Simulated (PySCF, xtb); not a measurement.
CH3FO3W, SMILES C[O][W](=[O])(=[O])[F], multiplicity 1. The values are those of a single conformer.

Harmonic wavenumbers (cm⁻¹) from GFN2-xTB in xtb at its own minimum, in rising order: 39, 51, 56, 157, 207, 252, 252, 274, 411, 415, 815, 830, 1082, 1115, 1120, 1381, 1429, 1435, 2866, 2879, 2924.

Problem. What does PBE-D3(BJ)/def2-SVP (PySCF) give at its own minimum? (Estimate from the structure and the level; the computed values follow.)

Solution. 30, 89, 97, 186, 210, 259, 286, 344, 573, 681, 964, 992, 1122, 1127, 1153, 1411, 1413, 1413, 2952, 3048, 3064. Paired by order, the mean absolute difference is 72 cm⁻¹ and the zero-point energies are 28.6 and 30.6 kcal/mol.
